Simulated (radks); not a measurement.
The numbers below are computed, except where a source is named.
Tc3+, 40 electrons, occupied as [Kr] 4d3 5f1 (not the ground configuration). Code: a radial shooting solver on a logarithmic mesh with Libxc functionals. Model: Dirac Kohn-Sham, PBE, spin-unpolarised, spherical densities, finite nucleus; open shells fill j = l - 1/2 first; Fermi nuclear charge, rms radius 4.4112 fm.

Unscreened Slater integrals over Kohn-Sham orbitals (eV). Large and small components are both included. Empty in this configuration: 4d5/2.

\begin{tabular}{lr}
integral & value \\ \hline
F0(5f5/2,5f5/2) & 3.7859 \\
F2(5f5/2,5f5/2) & 1.8436 \\
F4(5f5/2,5f5/2) & 1.2659 \\
F0(5f5/2,4d3/2) & 5.6122 \\
F2(5f5/2,4d3/2) & 1.3437 \\
G1(5f5/2,4d3/2) & 1.3837 \\
G3(5f5/2,4d3/2) & 0.84267 \\
F0(5f5/2,4p3/2) & 5.7486 \\
F2(5f5/2,4p3/2) & 1.1944 \\
G2(5f5/2,4p3/2) & 0.83773 \\
G4(5f5/2,4p3/2) & 0.55688 \\
F0(5f5/2,4p1/2) & 5.7593 \\
G2(5f5/2,4p1/2) & 0.81168 \\
F0(5f5/2,4d5/2) & 5.6072 \\
F2(5f5/2,4d5/2) & 1.3483 \\
F4(5f5/2,4d5/2) & 0.75643 \\
G1(5f5/2,4d5/2) & 1.3886 \\
G3(5f5/2,4d5/2) & 0.84650 \\
G5(5f5/2,4d5/2) & 0.59213 \\
F0(4d3/2,4d3/2) & 17.030 \\
F2(4d3/2,4d3/2) & 8.6792 \\
F0(4d3/2,4p3/2) & 18.783 \\
F2(4d3/2,4p3/2) & 9.4301 \\
G1(4d3/2,4p3/2) & 11.867 \\
G3(4d3/2,4p3/2) & 7.2975 \\
F0(4d3/2,4p1/2) & 18.945 \\
G1(4d3/2,4p1/2) & 11.788 \\
F0(4d3/2,4d5/2) & 16.968 \\
F2(4d3/2,4d5/2) & 8.6488 \\
G2(4d3/2,4d5/2) & 8.6455 \\
G4(4d3/2,4d5/2) & 5.7063 \\
F0(4p3/2,4p3/2) & 21.248 \\
F2(4p3/2,4p3/2) & 11.217 \\
F0(4p3/2,4p1/2) & 21.493 \\
G2(4p3/2,4p1/2) & 11.322 \\
F0(4p3/2,4d5/2) & 18.698 \\
F2(4p3/2,4d5/2) & 9.3663 \\
G1(4p3/2,4d5/2) & 11.764 \\
G3(4p3/2,4d5/2) & 7.2325 \\
F0(4p1/2,4p1/2) & 21.749 \\
F0(4p1/2,4d5/2) & 18.857 \\
G3(4p1/2,4d5/2) & 7.1681 \\
F0(4d5/2,4d5/2) & 16.907 \\
F2(4d5/2,4d5/2) & 8.6194 \\
F4(4d5/2,4d5/2) & 5.6892 \\
\end{tabular}
